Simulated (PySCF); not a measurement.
UHF on Al (aluminium, neutral)

Configuration: [Ne] 3s2 3p1, 2P determinant. Calculation: PySCF 2.14, in aug-cc-pV(D+d)Z (5s4p3d, 32 functions); no relativity, point nucleus.

```json
{
  "Total energy": "-241.874285 hartree",
  "One-electron energy": "-336.6132 hartree",
  "Hartree (Coulomb) energy": "112.8275 hartree",
  "Exchange energy": "-18.0886 hartree",
  "Kinetic energy": "241.86179 hartree",
  "⟨S²⟩": "0.7693",
  "⟨L²⟩": "2.059",
  "Sum of ⟨r⟩": "13.71 bohr",
  "Sum of ⟨r²⟩": "33.42 bohr²",
  "Traceless quadrupole moment −½Σ⟨3z² − r²⟩ along its main axis": "-5.75 e·bohr²",
  "Density at the nucleus (Gaussians lack the cusp)": "1360 bohr⁻³",
  "Spin density at the nucleus": "-0.0544 bohr⁻³",
  "Langevin diamagnetic susceptibility": "-26.5 ×10⁻⁶ cm³/mol",
  "Time after the integrals": "0.07 s of wall time on 1 thread of Neoverse-V2 (shared host)"
}
```

```
shell  electrons  mean orbital energy (eV)  spread (eV)  rms radius, mean of both spins (bohr)
 1s α          1                   -1591.9            0                                  0.139
 1s β          1                   -1591.9            0                                  0.139
 2s α          1                   -133.65            0                                  0.678
 2s β          1                   -133.56            0                                  0.678
 2p α          3                   -87.644        0.151                                  0.675
 2p β          3                   -87.470        0.259                                  0.675
 3s α          1                   -11.598            0                                   2.82
 3s β          1                    -9.916            0                                   2.82
 3p α          1                    -5.918            0                                   3.72
```
